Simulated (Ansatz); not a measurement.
`C[Si](N)(N)F` + `C=N` → `C=N[Si](N)(N)F` + CH₄  (ligand exchange at the Si–C bond)

Computed with Ansatz on PBE0-D4/def2-TZVP structures; ΔE is electronic, products minus reactants. CCSD(T)/CBS adds triple-zeta CCSD(T) − MP2 to the extrapolated MP2 energy (def2 sets, frozen cores). This one scheme is used for every species. Functionals use def2-TZVPP. B3LYP here is the variant with VWN-RPA as its local correlation; programs differ in this. One conformer a species, not always the lowest.

(1) Is it downhill or uphill in electronic energy at CCSD(T)/CBS, and by how much? (Best estimate.)

(2) What do these levels give: PBE-D4, B3LYP-D4, ωB97X-V, HF/def2-QZVPP, MP2/CBS(def2), CCSD/CBS(def2)? (An estimate is asked.)

Largest T1 diagnostic among the species: 0.012.

## Answers

(1) Ansatz gave: Downhill: ΔE = -52.0 kJ/mol.

(2) The calculation gave: PBE-D4 -49.5, B3LYP-D4 -57.4, ωB97X-V -52.5, HF/def2-QZVPP -61.9, MP2/CBS(def2) -55.8, CCSD/CBS(def2) -52.1 kJ/mol.

In def2-TZVPP, CCSD(T) changes the Hartree–Fock value by +9.9 kJ/mol (the triples alone add +0.1 kJ/mol) and MP2 by +6.1 kJ/mol.
